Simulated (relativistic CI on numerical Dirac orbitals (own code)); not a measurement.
**Transition arrays of Sm²⁰⁺**

Method of calculation: Dirac-Coulomb-Breit CI, orbitals from a KLI potential per configuration, model QED (radiative potential, 1s self-energy scaled to tabulated hydrogen-like ionisation energies), valence Slater integrals scaled by 0.9, whole transition arrays (own radial code, finite nucleus).

CI space (outside the closed core [Ar] 3d10 4s2): 4p6.4d6, 4p6.4d5.4f, 4p5.4d7, 4p6.4d5.5p, 4p6.4d5.5f. Levels of other configurations are missing.

All E1 lines from the levels of 4p6.4d6; mean and standard deviation are weighted by gf, and upper levels are sorted by their leading configuration.

| Upper configuration | Lines | Σgf | Mean (eV) | Mean (nm) | σ (eV) | Strongest line (nm) |
| --- | --- | --- | --- | --- | --- | --- |
| 4p6.4d5.4f | 6089 | 1320.5 | 167.69 | 7.394 | 5.66 | 7.347 |
| 4p5.4d7 | 1099 | 146.7 | 167.14 | 7.418 | 16.39 | 7.184 |
| 4p6.4d5.5p | 3245 | 126.9 | 231.72 | 5.351 | 4.08 | 5.341 |
| 4p6.4d5.5f | 5470 | 167.7 | 338.91 | 3.658 | 4.03 | 3.629 |

Σgf per state of the lower configuration in bins of 0.1 nm over the central range (centre: value): 3.65: 0.62, 3.75: 0.13, 5.25: 0.09, 5.35: 0.34, 5.45: 0.11, 6.85: 0.03, 6.95: 0.10, 7.05: 0.14, 7.15: 0.52, 7.25: 1.18, 7.35: 2.61, 7.45: 1.66, 7.55: 0.34, 7.65: 0.08, 7.75: 0.03.

Task: How do configuration mixing and the scaling of the Slater integrals move the arrays?

Result: Slater scale 0.9, no configuration mixing: 4p6.4d5.4f 161.0 ± 6.7 eV (Σgf 948.1), 4p5.4d7 145.8 ± 14.8 eV (Σgf 393.7), 4p6.4d5.5p 231.9 ± 4.0 eV (Σgf 148.6), 4p6.4d5.5f 338.8 ± 4.0 eV (Σgf 185.2); Slater scale 1: 4p6.4d5.4f 170.8 ± 5.7 eV (Σgf 1369.0), 4p5.4d7 169.5 ± 17.7 eV (Σgf 127.8), 4p6.4d5.5p 231.8 ± 4.3 eV (Σgf 123.7), 4p6.4d5.5f 339.0 ± 4.3 eV (Σgf 167.2); Slater scale 0.8: 4p6.4d5.4f 164.7 ± 5.4 eV (Σgf 1282.7), 4p5.4d7 163.0 ± 16.3 eV (Σgf 155.0), 4p6.4d5.5p 231.7 ± 3.8 eV (Σgf 129.9), 4p6.4d5.5f 338.8 ± 3.8 eV (Σgf 168.2). With mixing, levels are counted to their leading configuration, so an array can shrink or vanish into another, and the sums then hold other lines.
